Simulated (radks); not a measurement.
Task: These are the eigenvalues of the occupied orbitals of an atom or ion with whole-number occupations (eV). All-electron calculation, non-relativistic Kohn-Sham, PBE, spin-unpolarised, spherical densities, point nucleus. Program: a radial shooting solver on a logarithmic mesh with Libxc functionals.

orbital  eigenvalue
1s        -5325.638
2s        -595.1446
2p        -501.9843
3s         -69.1593
3p         -43.9002
3d          -5.3462
4s          -4.6474

Which element is it, and in what charge state? The configuration may be excited.

Result: Z = 23, vanadium, charge 0: V in [Ar] 3d3 4s2. The list shows which subshells hold electrons but not how many an open one holds; the 1s level, -195.71 hartree, gives Z - s = 19.8 by -(Z - s)^2/2, which with screening narrows Z to a few neighbours, and the depths of the outer levels then fix element, charge and occupations together.
